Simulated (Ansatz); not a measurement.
Reactions of C$_{6}$H$_{10}$, SMILES `CC1=CCCC1`.

Computed with Ansatz on PBE0-D4/def2-TZVP structures; ΔE is electronic, products minus reactants. CCSD(T)/CBS adds triple-zeta CCSD(T) − MP2 to the extrapolated MP2 energy (def2 sets, frozen cores). DFT in def2-TZVPP. def2 core potentials past Kr. For Cd outer-core shells are correlated without core-valence functions, which leaves a few kJ/mol of doubt a bond. Each species was taken in one conformer, which may not be the lowest.

```
                                                          reaction  PBE0-D4 (eV)  HF/CBS(def2) (eV)  ωB97M-V (eV)  ωB97X-V (eV)  CCSD(T)/CBS(def2) (eV)
                                           `CC1=CCCC1` → `C#CCCCC`          1.61               1.23          1.41          1.50                    1.35
`CC1=CCCC1` + `C[CH2][Cd][CH3]` → `[CH3][Cd][CH](C)C` + `C1=CCCC1`          0.27               0.30          0.26          0.27                    0.23
                                       `CC1=CCCC1` → `C#CC(C)(C)C`          1.55               1.23          1.32          1.41                    1.23
     `CC1=CCCC1` + `C[Si](N)(O)Cl` → `CO[Si](C)(N)Cl` + `C1=CCCC1`          0.75               0.62          0.70          0.68                    0.73
```

Largest T1 diagnostic: 0.012, for `[CH3][Cd][CH](C)C`.
